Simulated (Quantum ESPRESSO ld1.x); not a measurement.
Results of a calculation; reference values are marked as such.
Q: These are the eigenvalues of the occupied orbitals of an atom or ion with whole-number occupations (eV). Code: ld1.x of Quantum ESPRESSO 7.5. Model: Dirac Kohn-Sham, LDA (Slater exchange, VWN5 correlation), spin-unpolarised, spherical densities, point nucleus.

| orbital | eigenvalue |
|---|---|
| 1s1/2 | -24163.727 |
| 2s1/2 | -3563.827 |
| 2p1/2 | -3310.706 |
| 2p3/2 | -3151.558 |
| 3s1/2 | -676.209 |
| 3p1/2 | -576.215 |
| 3p3/2 | -548.459 |
| 3d3/2 | -370.741 |
| 3d5/2 | -365.199 |
| 4s1/2 | -126.045 |
| 4p1/2 | -94.714 |
| 4p3/2 | -90.057 |
| 4d3/2 | -42.212 |
| 4d5/2 | -41.630 |

Which element is it, and in what charge state? The configuration may be excited. Open shells, if any, are shared by 2j + 1.

A: Z = 46, palladium, charge +3: Pd3+ in [Kr] 4d7. The list shows which subshells hold electrons but not how many an open one holds; the 1s level, -888 hartree, gives Z - s = 42.1 by -(Z - s)^2/2, which with screening and relativity narrows Z to a few neighbours, and the depths of the outer levels then fix element, charge and occupations together.
